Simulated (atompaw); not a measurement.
**Os: PAW (atompaw) pseudisation with PBE, scalar-relativistic reference atom.**

Os (Z = 76), PAW, made with atompaw 4.2.0.5 (PBE, scalar-relativistic). Core [Kr] 4d10 4f14, reference 5s2 5p6 5d6 6s2 6p0. Waves: 5s (bound): rc 1.15 bohr; 6s (bound): rc 2.10 bohr; 5p (bound): rc 2.10 bohr; 6p (bound, empty): rc 2.10 bohr; 5d (bound): rc 2.10 bohr; 5d channel at 0.9 Ry: rc 1.85 bohr. Local part: bessel scheme, radius 1.55 bohr. Core correction: smooth core density matched at 1.75 bohr. Augmentation charge: sinc compensation charge, radius 1.65 bohr; PAW radius 2.10 bohr; waves and projectors: custom rrkj gramschmidtortho.

Calculated quality:

| Quantity | Value |
| --- | --- |
| Cutoffs needed | 30 Ry and 70 Ry (the cutoffs (Ry, on a coarse ladder) from which the occupation-weighted sum of valence levels, in a spherical-Bessel basis at the reference potential, stays within 10 and 1 mRy of its value at 400 Ry) |
| Ghost test | no extra level below or beside the all-electron valence levels (s, p, d, f tested) (spherical-Bessel basis up to 400 Ry, 20 bohr box) |
| Lowest eigenvalue of the overlap operator | 0.10 (p channel) |
| Overlap eigenvalues printed by atompaw (projector basis) | 0.0115, 0.291, 0.3, 3.05, 22.8, 23.8 |
| Share of each valence orbital outside the PAW sphere | 5s 1 %, 6s 80 %, 5p 3 %, 6p 96 %, 5d 29 % |

Generation and tests took about 11 s on one core of a shared server CPU.
